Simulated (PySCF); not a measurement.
Compound: C₇H₅FO₂.
SMILES: `O=C(O)c1cccc(F)c1`

A linear-response calculation (PySCF, def2-SVPD basis, gas phase, vertical, core orbitals frozen in the response) gave these numbers; the functional is withheld.

Orbital energies (eV): HOMO-3 -11.17, HOMO-2 -10.01, HOMO-1 -9.29, HOMO -8.82, LUMO -0.77, LUMO+1 0.43, LUMO+2 0.93.

```csv
state,E (eV),f,"main configurations (H = HOMO, L = LUMO)"
S1,4.97,0.045,"H→L (78%), H-1→L+1 (13%)"
S2,5.22,0.0000,"H-2→L (87%), H-2→L+6 (10%)"
S3,5.66,0.167,"H-1→L (72%), H→L+1 (18%), H→L (9%)"
S4,6.71,0.456,"H→L+1 (68%), H-1→L (20%)"
S5,6.89,0.408,"H-1→L+1 (73%), H→L (9%)"
S6,7.31,0.0000,"H→L+2 (55%), H→L+3 (38%)"
```

Triplets (Tamm–Dancoff): T1 3.78 eV, H→L (41%), H-1→L (37%), H→L+1 (13%); T2 4.13 eV, H→L (54%), H-1→L (32%); T3 4.63 eV, H→L+1 (71%), H-1→L (24%); T4 4.81 eV, H-2→L (84%), H-2→L+6 (12%).

Vertical ionisation energy by ΔSCF with the same functional: 9.56 eV. Mean static polarisability: 87.5 au.

Question: Which of these was used?
A. CAM-B3LYP
B. PBE
C. HF
D. PBE0

Answer: A. CAM-B3LYP is range-separated, 19% exact exchange at short range and 65% at long range (ω = 0.33 bohr⁻¹). In this run −ε(HOMO) = 8.82 eV differs from the ΔSCF value by -0.73 eV, and S1 differs from the orbital gap of 8.06 eV by -3.09 eV. The ratio −ε(HOMO)/IP is 0.92. Small neutral molecules mostly give 0.85 to 0.93 with CAM-B3LYP, 0.5 to 0.7 with PBE, 0.7 to 0.83 with PBE0; with Hartree–Fock the ratio is 1 or more (Koopmans' value less the relaxation energy is the ΔSCF value).

The calculation used TDDFT CAM-B3LYP/def2-SVPD, vertical, gas phase, core orbitals frozen in the response in PySCF. Isolated species at its PBE0-D3(BJ)/def2-SVP geometry (one conformer only).

On an Arm Neoverse V1 with one thread (shared host), this took 6.1 min.

Conformer computed: `[O:1]=[C:2]([OH:3])[c:4]1[cH:5][cH:6][cH:7][c:8]([F:9])[cH:10]1`: O1–C2–C4–C5 -1°, H–O3–C2–O1 0°.
